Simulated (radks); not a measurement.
Ionisation ladder of thallium, from Tl66+ to Tl75+. Each ion is in the ground configuration listed by NIST, and IE = E(next ion) - E(this ion). All-electron calculation, non-relativistic Kohn-Sham, TPSS, spin-polarised, spherical densities, point nucleus; open shells are filled with parallel spins first (spin-orbit coupling, left out, can overturn this in heavy ions); meta-GGA in the generalised Kohn-Sham scheme; relativity is left out, which matters for an element this heavy. Program: a radial shooting solver on a logarithmic mesh with Libxc functionals.

| species | configuration | E (hartree) | IE, Delta-SCF (eV) | -e(HOMO) (eV) | HOMO | <r> HOMO (bohr) | IE, NIST (eV) | kind | error (eV) |
|---|---|---|---|---|---|---|---|---|---|
| Tl66+ | [Ne] 3s2 3p3 | -13851.0932 | 7437.5 | 7372.4 | 3p up | 0.171 | 7570 | theory | -132.5 |
| Tl67+ | [Ne] 3s2 3p2 | -13577.7697 | 7566.8 | 7502.4 | 3p up | 0.171 | 8260 | theory | -693.2 |
| Tl68+ | [Ne] 3s2 3p1 | -13299.6963 | 7693.3 | 7630.7 | 3p up | 0.170 | 8420 | theory | -726.7 |
| Tl69+ | [Ne] 3s2 | -13016.9714 | 7956.4 | 7903.7 | 3s | 0.180 | 8730 | theory | -773.6 |
| Tl70+ | [Ne] 3s1 | -12724.5785 | 8090.9 | 8037.9 | 3s up | 0.180 | 8880 | theory | -789.1 |
| Tl71+ | [Ne] | -12427.2422 | 18828.4 | 18656.7 | 2p | 0.0652 | 19070 | theory | -241.6 |
| Tl72+ | [He] 2s2 2p5 | -11735.3099 | 19169.3 | 18999.7 | 2p down | 0.0649 | 19440 | theory | -270.7 |
| Tl73+ | [He] 2s2 2p4 | -11030.8505 | 19500.8 | 19337.6 | 2p down | 0.0646 | 19840 | theory | -339.2 |
| Tl74+ | [He] 2s2 2p3 | -10314.2105 | 19961.8 | 19785.8 | 2p up | 0.0642 | 20210 | theory | -248.2 |
| Tl75+ | [He] 2s2 2p2 | -9580.6285 | 20311 | 20137 | 2p up | 0.0639 | 22780 | theory | -2468.9 |

Reference values: NIST Atomic Spectra Database (exp. = measured, semi-emp. = semi-empirical, theory = theoretical value adopted there). The ionisation energy per charge of the ion left behind rises most, in proportion, at Tl71+ ([Ne]), from 113.96 to 261.51 eV. Relativity is left out here, which matters for elements this heavy. Open shells are spherical and high-spin; term and fine-structure splittings are not resolved.
